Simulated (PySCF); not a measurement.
## How methods differ on the ionisation energy of Ir(63+)

Ir(63+) [Ne] 3s2 3p2 (3P) → Ir(64+) [Ne] 3s2 3p1 (2P), as a difference of total energies. Calculation: PySCF 2.14, in an uncontracted even-tempered set (17 s from 18 bohr⁻², ratio 2.5; 12 p from 23 bohr⁻², ratio 2.5; 4 d from 89 bohr⁻², ratio 2.7; 4 f from 130 bohr⁻², ratio 2.7); scalar relativity by spin-free X2C-1e. Correlated levels: outer shells: 1s2 frozen; virtual orbitals above 40 to 60 times the deepest correlated orbital energy dropped. The calculations carry no spin-orbit coupling.

```tsv
method	ionisation energy (eV)
UHF	6991.5
LDA	6992.3
PBE	6993.7
PBE0	6993.5
r2SCAN	6994.3
BLYP	6994.6
r2SCAN0	6993.9
MP2 (outer shells)	6992.2
SCS-MP2 (outer shells)	6992.0
```

Spin-orbit coupling is strong in these open shells (close to jj coupling). The scalar numbers leave it out and a first-order estimate fails, so it can dominate the gap to the real levels.

Breit and QED terms and the two-electron picture change are absent.

For comparison: 7274 ± 19 eV (theoretical estimate listed by NIST; NIST Atomic Spectra Database, ionization energies).
